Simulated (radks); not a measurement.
Values are calculated unless marked as measured or tabulated.
Trend from K3+ to Kr3+: ionisation energy by Delta-SCF between NIST ground configurations, and size. Level of theory: Dirac Kohn-Sham, PBEsol, spin-unpolarised, spherical densities, finite nucleus; open shells fill j = l - 1/2 first; Fermi nuclear charge, rms radius of each element as measured or else 0.836 A^(1/3) + 0.57 fm (a radial shooting solver on a logarithmic mesh with Libxc functionals).

| species | configuration | IE (eV) | NIST (eV) | kind | outermost | <r> outermost (bohr) | r at 0.001 e/bohr^3 (bohr) |
|---|---|---|---|---|---|---|---|
| K3+ | [Ne] 3s2 3p4 | 62.809 | 60.92 | semi-emp. | 3p3/2 | 1.30 | 2.89 |
| Ca3+ | [Ne] 3s2 3p5 | 68.187 | 67.273 | semi-emp. | 3p3/2 | 1.21 | 2.81 |
| Sc3+ | [Ar] | 73.604 | 73.489 | exp. | 3p3/2 | 1.13 | 2.73 |
| Ti3+ | [Ar] 3d1 | 43.281 | 43.267 | exp. | 3d3/2 | 1.26 | 2.78 |
| V3+ | [Ar] 3d2 | 45.872 | 46.709 | exp. | 3d3/2 | 1.18 | 2.79 |
| Cr3+ | [Ar] 3d3 | 48.364 | 49.16 | semi-emp. | 3d3/2 | 1.10 | 2.79 |
| Mn3+ | [Ar] 3d4 | 50.771 | 51.2 | semi-emp. | 3d3/2 | 1.04 | 2.77 |
| Fe3+ | [Ar] 3d5 | 52.926 | 54.91 | exp. | 3d5/2 | 0.990 | 2.74 |
| Co3+ | [Ar] 3d6 | 55.176 | 51.3 | semi-emp. | 3d5/2 | 0.941 | 2.71 |
| Ni3+ | [Ar] 3d7 | 57.367 | 54.9 | semi-emp. | 3d5/2 | 0.897 | 2.68 |
| Cu3+ | [Ar] 3d8 | 59.505 | 57.38 | semi-emp. | 3d5/2 | 0.858 | 2.64 |
| Zn3+ | [Ar] 3d9 | 61.595 | 59.57 | exp. | 3d5/2 | 0.822 | 2.61 |
| Ga3+ | [Ar] 3d10 | 63.641 | 63.24 | exp. | 3d5/2 | 0.789 | 2.58 |
| Ge3+ | [Ar] 3d10 4s1 | 46.135 | 45.716 | exp. | 4s1/2 | 1.84 | 3.04 |
| As3+ | [Ar] 3d10 4s2 | 50.629 | 50.2 | exp. | 4s1/2 | 1.74 | 3.14 |
| Se3+ | [Ar] 3d10 4s2 4p1 | 42.617 | 42.947 | exp. | 4p1/2 | 1.86 | 3.26 |
| Br3+ | [Ar] 3d10 4s2 4p2 | 46.506 | 47.78 | exp. | 4p1/2 | 1.75 | 3.27 |
| Kr3+ | [Ar] 3d10 4s2 4p3 | 49.428 | 50.9 | exp. | 4p3/2 | 1.67 | 3.25 |

Reference values: NIST Atomic Spectra Database (exp. = measured, semi-emp. = semi-empirical, theory = theoretical value adopted there). Spin polarisation and multiplet splitting are left out, so open shells lie too high by an amount that depends on their filling.

Beside tabulated values, note that spin-unpolarised runs miss the spin-polarisation part of the exchange energy of open shells.
